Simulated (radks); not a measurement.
Effect of the nuclear size on the hafnium ion Hf2+, [Xe] 4f14 5d2. All-electron calculation, Dirac Kohn-Sham, PBE, spin-unpolarised, spherical densities, finite nucleus; open shells are shared between the two j in proportion to 2j + 1; Fermi nuclear charge, rms radius 5.347 fm. Program: a radial shooting solver on a logarithmic mesh with Libxc functionals. The rms radius is varied about that value; shifts are against it.

rms radius (fm),total energy shift (eV),density at nucleus (e/bohr^3),1s1/2 shift (meV),2s1/2 shift (meV),5s1/2 shift (meV),6s1/2 (empty) shift (meV),5d5/2 shift (meV)
4.6519,-11.8,1.265e+06,-4820,-667,-5.90,-0.782,0.071
5.1705,-3.11,1.222e+06,-1270,-175,-1.55,-0.205,0.019
5.347,0,1.209e+06,0.000,0.000,0.000,0.000,0.000
5.8764,9.76,1.172e+06,3970,549,4.86,0.644,-0.058
6.117,14.4,1.157e+06,5860,810,7.17,0.950,-0.086

Slopes of the eigenvalues against <r^2> in GHz/fm^2, as finite differences over the two radii next to the reference (eigenvalue slopes, not the field-shift constants of lines): 1s1/2 162000, 2s1/2 22500, 5s1/2 199, 6s1/2 (empty) 26.3, 5d5/2 -2.39.
